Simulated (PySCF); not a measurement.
HOSi (SMILES [OH+]=[Si]), charge +1, singlet, geometry from GFN2-xTB. Base run: DF-HF/6-31G in PySCF.

PySCF was given this input:
```python
from pyscf import gto, scf

mol = gto.M(
    atom='''
O    -0.00000000   -0.00000000   -0.88835384
Si    0.00000000    0.00000000    0.64027396
H    -0.00000000   -0.00000000   -1.85700467
''',
    basis='6-31g',
    charge=1,
    verbose=4,
)

mf = scf.RHF(mol)
mf = mf.density_fit(auxbasis='def2-universal-jkfit')
mf.kernel()
```

Each row names what was changed in the base input (with any setting that the change needs).

```
change               basis functions      E (Eh)  HOMO (eV)  HOMO-LUMO gap (eV)
-------------------  ---------------  ----------  ---------  ------------------
base                              24  -364.05154     -19.54               14.13
basis = STO-3G                    15  -359.84910     -17.84               16.40
basis = def2-SV(P)                34  -363.96115     -19.28               14.16
basis = 6-31G*                    34  -364.10254     -19.32               14.20
basis = pc-1                      37  -364.09562     -19.39               14.19
basis = cc-pV(D+d)Z               42  -364.13337     -19.38               14.23
basis = 6-311G**                  50  -364.15258     -19.36               14.16
basis = def2-SVPD                 55  -363.97702     -19.30               14.07
basis = aug-pcseg-1               59  -364.07981     -19.34               14.04
basis = 6-311++G**                59  -364.15436     -19.39               14.09
basis = def2-TZVP                 74  -364.17357     -19.33               14.12
basis = cc-pV(T+d)Z               83  -364.17692     -19.33               14.15
basis = def2-QZVP                157  -364.18731     -19.33               14.09
```

Totals compare only among sets that treat the same electrons; sets with core potentials leave the core out.
